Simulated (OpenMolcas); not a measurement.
Pt6+: effect of the basis set

```yaml
Program: OpenMolcas 26.06
Method: "SS-CASPT2, IPEA 0.25 Eh, imaginary shift 0.1 Eh (closed shells correlated: 5s 5p)"
Active_space: 4 electrons in 10 orbitals (5d 6d)
State_averaging: 2S+1 = 5 even, 5 roots; 2S+1 = 3 even, 45 roots; 2S+1 = 1 even, 50 roots
Spin-orbit_coupling: RASSI with atomic mean-field integrals over the reference wave functions, term energies averaged over their components
```

A. ANO-R2 [8s6p5d3f1g], X2C, finite nucleus; CASPT2 step of the order of 10 core-minutes
B. ANO-RCC-VTZP [8s7p5d3f1g], DKH2, point nucleus; CASPT2 step roughly 18 core-minutes
C. ANO-RCC-VQZP [9s8p6d4f2g1h], DKH2, point nucleus; CASPT2 step roughly 19 core-minutes

Energies in cm⁻¹ above 5d⁴ ⁵D₁.

```json
{"Level": "5d⁴ ⁵D₁", "A": "0.0", "B": "0.0", "C": "0.0"}
{"Level": "5d⁴ ⁵D₂", "A": "5880", "B": "6020", "C": "5790"}
{"Level": "5d⁴ ⁵D₃", "A": "9980", "B": "10160", "C": "9830"}
{"Level": "5d⁴ ³H₄ [52 %]", "A": "21470", "B": "21610", "C": "21150"}
{"Level": "5d⁴ ³G₃ [61 %]", "A": "25810", "B": "25860", "C": "25520"}
{"Level": "5d⁴ ³F₂(1) [58 %]", "A": "26570", "B": "26580", "C": "26330"}
{"Level": "5d⁴ ³P₁(1) [70 %]", "A": "28360", "B": "28520", "C": "28060"}
{"Level": "5d⁴ ³H₅ [74 %]", "A": "28440", "B": "28610", "C": "28030"}
{"Level": "5d⁴ ³H₆ [69 %]", "A": "31590", "B": "31790", "C": "31120"}
{"Level": "5d⁴ ³G₄ [64 %]", "A": "34740", "B": "34930", "C": "34330"}
{"Level": "5d⁴ ³G₅ [74 %]", "A": "45660", "B": "46110", "C": "45080"}
{"Level": "5d⁴ ³D₁", "A": "46630", "B": "46970", "C": "46210"}
{"Level": "5d⁴ ¹I₆ [69 %]", "A": "48220", "B": "48650", "C": "47560"}
{"Level": "5d⁴ ¹S₀(1) [69 %]", "A": "54510", "B": "54810", "C": "54050"}
{"Level": "5d⁴ ¹F₃ [56 %]", "A": "57050", "B": "57370", "C": "56550"}
{"Level": "5d⁴ ³F₃(2)", "A": "68890", "B": "69190", "C": "68420"}
{"Level": "5d⁴ ³P₁(2)", "A": "69190", "B": "69450", "C": "68800"}
{"Level": "5d⁴ ³P₀(2)", "A": "73070", "B": "73310", "C": "72660"}
{"Level": "5d⁴ ¹G₄(2) [69 %]", "A": "73810", "B": "74060", "C": "73310"}
{"Level": "5d⁴ ¹D₂(2)", "A": "89900", "B": "90050", "C": "89480"}
{"Level": "5d⁴ ¹S₀(2)", "A": "113820", "B": "113870", "C": "113400"}
```

A puts 5d⁴ ⁵D₀ [56 %] lowest. B puts 5d⁴ ⁵D₀ [55 %] lowest. C puts 5d⁴ ⁵D₀ [56 %] lowest.

Among A to C the level of the table that moves most is 5d⁴ ¹I₆ [69 %], by 1100 cm-1 (lowest in C, highest in B). Moves below CASPT2's spread within the term are not significant.

CASPT2 breaks the degeneracy within a term, and the mean is taken; among the terms shown or strongly mixed into the levels shown the widest spread is 270 cm-1 (5d⁴ ³F(2), B). Active for correlation alone: 6d; no level in the range computed is led by a configuration that fills it, so any true level of that kind is missing. Only configurations of the active space appear. Levels that lie high or do not pair safely by name in every column are left out.

A share in square brackets marks a mixed level and gives the weight of the term that names it, the lowest over the columns. A number in round brackets counts repeated terms of one configuration in the order of the reference energies.
